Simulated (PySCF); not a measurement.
Cd(Me)(NH2), SMILES [CH3][Cd][NH2] (CH₅CdN), CAM-B3LYP/def2-SVP optimised geometry.

```
8

Cd     0.02    -0.35     0.00
C     -2.08    -0.22     0.00
H     -2.50    -0.82     0.81
H     -2.49    -0.58    -0.95
H     -2.41     0.82     0.14
N      2.02    -0.35     0.00
H      2.50    -0.66    -0.84
H      2.50    -0.75     0.80
```

Density from CAM-B3LYP/def2-TZVP, def2 effective core potentials past Kr in PySCF at that geometry. The core electrons that the potentials of Cd replace are not part of the density.

Minimum of the electron density along straight lines between bonded atoms, close to the bond critical point (lines longer than 1.1 times the sum of covalent radii, or with two minima, are not listed):

```tsv
bond	length / Å	ρ at the minimum / e bohr⁻³	∇²ρ there / e bohr⁻⁵	position (fraction from the first atom)
Cd1–C2	2.095	(withheld)	(withheld)	0.52
C2–H3	1.100	0.268	-0.88	0.64
C2–H4	1.100	0.268	-0.88	0.64
C2–H5	1.099	0.269	-0.89	0.64
Cd1–N6	2.001	0.118	(withheld)	0.52
N6–H7	1.017	0.329	-1.50	0.73
N6–H8	1.017	0.329	-1.50	0.73
```

**Question.** Complete the blanks.

**Answer.** 
- Cd1–C2, ρ at the minimum / e bohr⁻³: 0.108
- Cd1–C2, ∇²ρ there / e bohr⁻⁵: 0.19
- Cd1–N6, ∇²ρ there / e bohr⁻⁵: 0.44
